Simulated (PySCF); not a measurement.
A structure optimised at PBE0-D3(BJ)/def2-SVP, used in a PySCF frequency run:

```xyz
13

In    -0.2323     0.3511     0.0000
C     -1.5290    -1.3287     0.0000
C     -1.0707    -2.5850     0.0000
H     -2.6109    -1.1529     0.0000
H     -1.7537    -3.4441     0.0000
H     -0.0029    -2.8287     0.0000
O     -0.7680     2.2687     0.0000
H      0.0125     2.8357     0.0000
O      1.7726     0.2569     0.0000
C      2.5089    -0.9222     0.0000
H      2.3290    -1.5591    -0.8917
H      3.5889    -0.6836     0.0000
H      2.3290    -1.5591     0.8917
```
Charge 0, spin multiplicity 1.

### Question
Write its SMILES, formula and point group.

### Answer
C=[CH][In]([OH])[O]C, C3H7InO2, Cs

### Question
What are its rotational constants (standard atomic weights)?

### Answer
2.3126, 2.0660, 1.0988 GHz
